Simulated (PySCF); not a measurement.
Compound: C7H12.
Structure used (GFN2-xTB), in Å, numbered top down from 1:
```
atom  x, y, z in Å
C1     2.507   -0.205   -0.181
C2     1.061   -0.046    0.216
C3     0.008   -0.831   -0.513
C4    -1.283   -1.117    0.223
C5    -1.710    0.236    0.811
C6    -1.108    1.305   -0.112
C7     0.115    0.653   -0.719
H8     3.078    0.684    0.086
H9     2.595   -0.359   -1.254
H10    2.952   -1.059    0.327
H11    0.921    0.111    1.278
H12    0.318   -1.535   -1.273
H13   -1.162   -1.873    1.001
H14   -2.029   -1.479   -0.487
H15   -1.309    0.346    1.819
H16   -2.794    0.323    0.879
H17   -1.810    1.563   -0.908
H18   -0.868    2.218    0.435
H19    0.506    1.075   -1.634
```

Computed, not measured: PySCF 2.14.0, density-fitted response routines, TDDFT PBE0/def2-SVPD, vertical, gas phase, core orbitals frozen in the response.

Transition dipole moments from the ground state, in atomic units and in the frame of the coordinates above (overall signs are arbitrary), for the states with f of 0.002 or more among the lowest 6:

| state | E (hartree) | μx | μy | μz |
| --- | --- | --- | --- | --- |
| S1 | 0.2675 | -0.081 | 0.034 | 0.189 |
| S4 | 0.2781 | -0.110 | 0.038 | 0.221 |
| S5 | 0.2882 | -0.019 | -0.278 | 0.043 |
| S6 | 0.2891 | -0.057 | -0.033 | -0.215 |

(1) Work out the oscillator strengths.

(2) The point group is Cs. Which irreducible representation does each state belong to?

(3) Which bond between heavy atoms lies closest to the direction of the S5 transition dipole?

(4) What angle do the transition dipoles of S4 and S5 make?

(5) How is the summed strength of these states shared among x, y and z?

(6) What peak molar absorption coefficient would the strongest computed level give as a lone Gaussian band 0.5 eV wide at half height?

Results:

(1) f = (2/3) ΔE |μ|² with ΔE in hartree (27.2114 eV).

```csv
state,|μ|² (au),|μ| (D),f
S1,0.043,0.53,0.008
S4,0.062,0.63,0.012
S5,0.080,0.72,0.015
S6,0.051,0.57,0.010
```

(2) Polarised normal to the mirror plane, so A″: S5. Polarised in the mirror plane, so A′: S1, S4 and S6.

(3) C3–C7, at 1° from it; next C5–C6 at 36°.

(4) |cos θ| = |μa·μb| / (|μa| |μb|) = 0.01, so θ ≈ 89° (taken between 0 and 90°, since the signs are arbitrary).

(5) (2/3) Σ ΔE μα² gives 0.004 for x, 0.016 for y and 0.025 for z, 0.044 in all.

(6) ε(max) = 2.175×10⁸ f / FWHM, with the width in cm⁻¹. S5: 2.175×10⁸ × 0.0153 / 4033 ≈ 830 L mol⁻¹ cm⁻¹.

One conformer stands for the species.

Without π bonds the low states may be Rydberg-like; a valence basis with one diffuse set may place them up to an eV too high.
